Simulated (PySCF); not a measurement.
C5H7F, SMILES C=CCC(=C)F. The structure is a stationary point at PBE-D3(BJ)/def2-SVP. Other conformers were not sampled.

Question: Give the equilibrium geometry at PBE-D3(BJ)/def2-SVP (PySCF confirms it by a frequency run) as a Z-matrix. (The exact figures need the calculation; the answer reports its results.)

Answer: One answer among several that fit: 
```
C
H 1 1.1104
H 1 1.1121 2 107.41
C 1 1.5031 2 107.92 3 -117.22
C 4 1.3419 1 127.83 2 -4.20
F 4 1.3527 5 119.99 1 179.24
H 5 1.0976 4 120.12 6 179.80
H 5 1.0989 7 119.23 4 -179.68
C 1 1.5091 2 110.29 3 119.22
C 9 1.3425 1 124.89 2 -119.39
H 10 1.1009 9 121.52 1 179.83
H 10 1.1030 11 117.13 9 -179.98
H 9 1.1052 10 119.60 11 -0.65
```
